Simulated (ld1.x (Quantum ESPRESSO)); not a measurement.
## Reading a pseudo-wave (P)

Columns: radius, all-electron u(r) and pseudo u(r) of the 3s shell (level -14.02 eV) of phosphorus in the configuration [Ne] 3s2 3p3; LDA (PZ), scalar-relativistic, ultrasoft scheme, ld1.x (Quantum ESPRESSO) 7.5.

```
r (bohr)  all-electron  pseudo
   0.082        0.1665  0.0483
   0.165       -0.0859  0.0976
   0.248       -0.2947  0.1475
   0.330       -0.3778  0.1977
   0.413       -0.3561  0.2496
   0.495       -0.2657  0.3018
   0.578       -0.1362  0.3553
   0.660        0.0066  0.4085
   0.742        0.1494  0.4615
   0.825        0.2845  0.5142
   0.908        0.4048  0.5650
   0.990        0.5068  0.6125
   1.072        0.5914  0.6562
   1.155        0.6598  0.6957
   1.238        0.7121  0.7294
   1.320        0.7494  0.7562
   1.402        0.7740  0.7758
   1.485        0.7877  0.7878
   1.568        0.7917  0.7917
   1.650        0.7877  0.7877
   1.733        0.7770  0.7770
   1.815        0.7612  0.7612
   1.898        0.7409  0.7409
   1.980        0.7176  0.7176
   2.062        0.6919  0.6919
   2.145        0.6641  0.6641
```

(1) How many radial nodes do the two functions have?

(2) At about which radius was the pseudo-wave matched?

(3) Where does each function peak?

(4) Is the pseudo-wave norm-conserving?

## Answers

(1) The all-electron 3s function has n − l − 1 = 2; the pseudo-wave has 0, since the states of the same l below it are removed with the core.

(2) 1.55 bohr, where the columns begin to agree (steps of 0.08 bohr).

(3) Outermost all-electron maximum near 1.57 bohr, pseudo maximum near 1.57 bohr (to the table’s step).

(4) No, it belongs to an ultrasoft set: the norm inside the radius is not constrained, and the difference is carried by the augmentation charge.
